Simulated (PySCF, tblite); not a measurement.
Q: Give a GFN2-xTB geometry of `O=[P@@H]1CCC[C@H]1C=C`.

A: 
```xyz
19
C6H11OP angstrom
C     -2.694    0.783   -0.504
C     -1.976   -0.318   -0.398
C     -0.509   -0.378   -0.664
C      0.278   -1.232    0.331
C      1.758   -0.950    0.076
C      1.946    0.570    0.049
P      0.354    1.248   -0.591
O      0.420    2.062   -1.806
H     -2.240    1.716   -0.802
H     -3.755    0.796   -0.320
H     -2.435   -1.258   -0.114
H     -0.339   -0.759   -1.683
H      0.051   -2.293    0.218
H      0.016   -0.930    1.348
H      2.036   -1.370   -0.893
H      2.386   -1.414    0.838
H      2.761    0.878   -0.606
H      2.141    0.961    1.049
H     -0.209    1.896    0.510
```

Any rigid rotation of these coordinates is as good. Atoms count from 1 in this order. The C–C distances run from 1.319 Å (C1=C2, drawn double) to 1.532 Å (C5–C6, drawn single), a spread of 0.213 Å. P7 (phosphoryl phosphorus) has angles from 95.4° to 118.6°. Of the pairs four or more bonds apart, P7···H9 is among the closest relative to their van der Waals radii: 2.64 Å, 88 % of the sum of Bondi's values. The 5-membered ring C3–C4–C5–C6–P7 has internal angles of 95.4° to 107.7° (sum 518°, against 540° for a flat polygon); it is puckered, 0.20 Å rms from its mean plane, widest ring torsion 50°.

Bonds between heavy atoms (Å): C1=C2 1.319, C2–C3 1.493, C3–C4 1.529, C4–C5 1.528, C5–C6 1.532, C6–P7 1.845, P7=O8 1.464, C3–P7 1.842.

The geometry is computed with GFN2-xTB (gas phase).

Point group: C1 (no symmetry element, even within 0.4 Å). Its GFN2-xTB frequencies are all real (lowest 44 cm⁻¹). One conformer, not necessarily the lowest (C1–C2–C3–C4 139°, C2–C3–C4–C5 -169°, C3–C4–C5–C6 50°, C4–C5–C6–P7 -31°, C5–C6–P7–O8 -122°). 3 starts were optimised and ended at 0.00, 0.52 and 0.69 kcal/mol (GFN2-xTB); the lowest of these is shown.
